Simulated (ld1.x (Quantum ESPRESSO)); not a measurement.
## Before and after: TM potential for potassium (K)

- Element: K (Z = 19)
- Generator: ld1.x (Quantum ESPRESSO) 7.5
- Type: norm-conserving Troullier–Martins (Kleinman–Bylander form)
- Functional: PBE
- Relativity: scalar-relativistic
- Frozen core: [Ar]
- Valence charge: 1
- Reference configuration: 3d0 4s0.75 4p0 (charge +0.25)
- Partial waves: 4s (bound): rc 3.05 bohr; 4p (bound, empty): rc 4.05 bohr; 3d (bound, empty): rc 4.20 bohr; 4f channel at 0.35 Ry: rc 4.00 bohr
- Local potential: the f channel
- Core correction: a·sin(br)/r model core inside 2.10 bohr

All-electron outer shells of the reference configuration (PBE, scalar-relativistic, ld1.x):

```
shell  level (eV)  outermost node (bohr)  outermost maximum (bohr)
   3s      -36.69                   0.48                      1.08
   3p      -20.16                   0.45                      1.15
   4s       -3.27                   1.58                      3.98
   4p       -1.57                   1.86                      5.37
   3d       -0.60                      –                      5.57
```

Change: all radii but the core radius scaled by about 1.30 (s 3.96, p 5.26, d 5.46, f 5.20 bohr).

Cutoffs: the cutoffs (Ry, on a coarse ladder) from which the occupation-weighted sum of valence levels, in a spherical-Bessel basis at the reference potential, stays within 10 and 1 mRy of its value at 400 Ry; they do not see the model core or the augmentation charge, which bear on the density cutoff. Errors are all-electron minus pseudo energies relative to the spin-unpolarised reference configuration.

**Question.** What does the change do?

**Answer.** Both files are so soft that the ladder of cutoffs tells neither apart; of the 5 tests that both files solve, the error grows in 2 and shrinks in 0 by more than 15 % and 0.3 meV (median size 0.2 → 0.6 meV); neither file shows a bound ghost.

```tsv
quantity	base	changed
cutoff, loose	6 Ry	6 Ry
cutoff, tight	6 Ry	6 Ry
bound ghosts	none	none
error for 3d0 4s1 4p0, meV [ΔE -0.70 eV]	+0.1	+0.1
error for 3d0 4s0.5 4p0, meV [ΔE 0.94 eV]	-0.2	-0.2
error for 3d0 4s0 4p1, meV [ΔE 0.85 eV]	-4.2	-4.1
error for 3d1 4s0 4p0, meV [ΔE 1.76 eV]	-0.8	-4.9
error for 3d0.5 4s0.5 4p0, meV [ΔE 0.52 eV]	-0.1	-0.6
```
